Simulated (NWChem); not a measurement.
Spin states of Cl$_{2}$Te

SMILES: Cl[Te]Cl
```xyz
3

Te     0.0000     0.0000    -0.5985
Cl     1.8101     0.0000     0.9154
Cl    -1.8101     0.0000     0.9154
```
Charge 0, spin multiplicity 1.

Program: NWChem. All single points use one geometry, from PBE0/def2-SVP with def2 effective core potentials on Te, a minimum by its harmonic frequencies.

Basis set: def2-SVP. The gap is E(triplet) − E(singlet) at the geometry of the singlet, so a negative value puts the higher spin lower. Open shells are unrestricted, coupled cluster uses restricted open-shell references, and the singlet is the closed-shell solution. The triplet is the single determinant that the SCF runs reached, with unpaired electrons in orbitals of symmetry a1 and b2 (C2v labels); it need not be the lowest triplet, which in molecules with degenerate π orbitals can need several determinants.

```csv
method,vertical singlet-triplet gap (kcal/mol),relative cost,difference from CCSD(T)
B3LYP,42.0,1,-4.9
M06-2X,41.5,under 3,-5.4
HF,42.0,under 3,-4.8
B2PLYP,44.2,under 3,-2.7
MP2,47.8,under 3,+1.0
CCSD(T),46.9,9,0.0
CR-CCSD(T),47.1,10,+0.3
```

The values span 6.3 kcal/mol, from M06-2X (lowest) to MP2 (highest). The cost column gives rough processor time relative to B3LYP; each entry includes its own SCF.

Effective core potentials replace the inner electrons of Te; spin-orbit coupling is left out. The correlated methods keep 14 core orbitals frozen. B3LYP has NWChem's definition, with VWN1-RPA local correlation. The structure started from a generated list of species. No SCF solution was tested for a lower state. Open-shell Hartree-Fock references start from PBE0 orbitals; any time given for them includes that run. Differences from the coupled-cluster row are differences between methods, not errors against experiment.
